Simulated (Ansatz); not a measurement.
Ge2Au⁺. Total charge 1; triplet. Geometry PBE-D4/def2-TZVP; atoms count from 1.

```xyz
3

Au   -1.392   -0.362    0.085
Ge    1.006   -1.026   -0.103
Ge    0.385    1.388    0.018
```

In the def2 sets Au takes a core potential; there is no spin–orbit coupling. The structure comes from a short search, and lower isomers may exist.

Question: Estimate the Mulliken populations from the PBE0/def2-TZVP orbitals of Ansatz.

Answer: 
| atom | charge (e) | spin (α − β) | d electrons |
| --- | --- | --- | --- |
| Au1 | 0.48 | 0.04 | 9.56 |
| Ge2 | 0.26 | 0.98 | – |
| Ge3 | 0.26 | 0.98 | – |
Mulliken values depend strongly on the basis.

Question: Where does the spin sit?

Answer: Summed by element: Au 0.04, Ge 1.96, of 2 unpaired in all. Largest on single atoms: Ge2 0.98, Ge3 0.98, Au1 0.04.

Question: And the Mayer bond orders between heavy atoms (over 0.3)?

Answer: Au1–Ge2 0.79 (2.50 Å); Au1–Ge3 0.79 (2.50 Å); Ge2–Ge3 1.33 (2.49 Å).
